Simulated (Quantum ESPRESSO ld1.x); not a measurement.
Results of a calculation; reference values are marked as such.
Q: The aim is neutral beryllium in [He] 2s2. What will ld1.x (Quantum ESPRESSO 7.5) do with this input?

```
 &input
    zed=4.0,
    iswitch=1,
    rel=3,
    dft='PBESOL',
    config='[He] 2s2',
    verbosity='high',
    prefix='ld1',
    max_out_wfc=37,
    file_charge='ld1.rho',
 /
```

A: Refused. The program stops in ld1_readin with "wrong rel": rel takes 0, 1 or 2.

Output (excerpt):

```
     Program LD1 v.7.5 starts

 %%%%%%%%%%%%%%%%%%%%%%%%%%%%%%%%%%%%%%%%%%%%%%%%%%%%%%%%%%%%%%%%%%%%%%%%%%%%%%
     Error in routine ld1_readin (1):
     wrong rel
 %%%%%%%%%%%%%%%%%%%%%%%%%%%%%%%%%%%%%%%%%%%%%%%%%%%%%%%%%%%%%%%%%%%%%%%%%%%%%%

     stopping ...
```

Run on one thread of a shared host, so times are rough (Intel(R) Xeon(R) Processor @ 2.60GHz): 0.19 s of CPU time, 1.1 s wall, peak memory 25 MiB.
